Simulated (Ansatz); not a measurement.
Geometry optimisation, Ansatz 0.2.0, RKS PBE0-D4/def2-SVP.

Input file:

```yaml
crystal:
  periodic: [false, false, false]
  atoms:
    - { symbol: Ga, position_ang: [0.0, 0.0, 0.0] }
    - { symbol: O, position_ang: [0.0, 0.0, 2.14] }
    - { symbol: H, position_ang: [-0.9095, -0.2814, 2.4771] }
    - { symbol: H, position_ang: [1.3596, 0.0, -0.785] }
    - { symbol: Cl, position_ang: [-1.9398, 0.0, -1.12] }
    - { symbol: Si, position_ang: [0.1179, 2.493, 0.8293] }
    - { symbol: H, position_ang: [0.6941, 2.5339, 2.1701] }
    - { symbol: H, position_ang: [0.9521, 3.2709, -0.0821] }
    - { symbol: H, position_ang: [-1.2271, 3.0603, 0.8608] }
    - { symbol: H, position_ang: [0.0596, 1.2607, 1.9837] }
basis:
  gaussian: { orbitals: def2-SVP }
hamiltonian:
  xc: pbe0
  dispersion: d4
relax:
  f_tol: 0.15
  max_steps: 25
  restrain:
    - { distance: [0, 5], at: 2.33, k: 30.0 }
    - { distance: [9, 1], at: 1.01, k: 30.0 }
    - { distance: [0, 1], at: 2.99, k: 30.0 }
    - { distance: [9, 5], at: 2.66, k: 30.0 }
```

Command:

```bash
$ ansatz run input.yaml --threads 4 --pin off --max-ram 5120MiB --backend cpu --events-out ev --progress --plain --runs-dir out
```

Task: Where does it end, and by what steps?

Result: The run converged. The restraints hold the end off the free minimum; the threshold counts their pulls, which the force column leaves out. Restrained pairs: Ga1–Si6 (2.63 → 2.35 Å), O2–H10 (1.27 → 0.98 Å), Ga1–O2 (2.14 → 2.97 Å), Si6–H10 (1.69 → 2.67 Å). After 6 steps the energy has fallen by 2.287 eV (the restraints' own energy left out); H10 moved furthest, 0.75 Å.

```
step  energy less start (eV)  largest force component (eV/Å)  accepted
   0                  0.0000                           3.679       yes
   1                 -0.8523                           3.534       yes
   2                 -1.2836                           2.903       yes
   3                 -1.6493                           3.008       yes
   4                 -2.1075                           2.290       yes
   5                 -2.2328                           1.104       yes
   6                 -2.2868                           0.898       yes
```

```xyz
10
Properties=species:S:1:pos:R:3
Ga 0.114 0.528 -0.445
O -0.071 -0.155 2.442
H -1.018 -0.232 2.601
H 1.294 -0.383 -0.887
Cl -1.834 -0.163 -1.111
Si 0.124 2.621 0.625
H 0.737 2.540 1.999
H 0.913 3.648 -0.127
H -1.268 3.131 0.799
H 0.116 0.801 2.577
```

Time of the run: 8.8 s on 4 threads of Intel(R) Xeon(R) 6975P-C (Granite Rapids), on a shared host, peak memory 0.31 GiB.
